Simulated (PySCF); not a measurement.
H7NO2Si2, SMILES N[Si@H](O)O[SiH3].

Geometry optimised at PBE0-D3(BJ)/def2-SVP. The structure was generated by enumeration; whether it is a known compound was not checked. The values are those of a single conformer.

The numbers are results of SMD-B3LYP/6-31G* in PySCF, not measurements.

Solvation free energies are E(SMD) − E(gas) at the gas-phase geometry, for 1 M in both phases. In vacuum the dipole moment is 2.32 D.

### Question
Estimate the solvation free energies in water, toluene, dichloromethane. (An estimate is asked for; the answer gives what the named calculation found.)

### Answer

```json
[
 {"solvent": "water", "ΔG(solv) (kcal/mol)": "-4.8", "its non-electrostatic (CDS) part": "4.2", "dipole (D)": "2.89"},
 {"solvent": "toluene", "ΔG(solv) (kcal/mol)": "-2.8", "its non-electrostatic (CDS) part": "-0.2", "dipole (D)": "2.53"},
 {"solvent": "dichloromethane", "ΔG(solv) (kcal/mol)": "-5.2", "its non-electrostatic (CDS) part": "0.3", "dipole (D)": "2.72"}
]
```
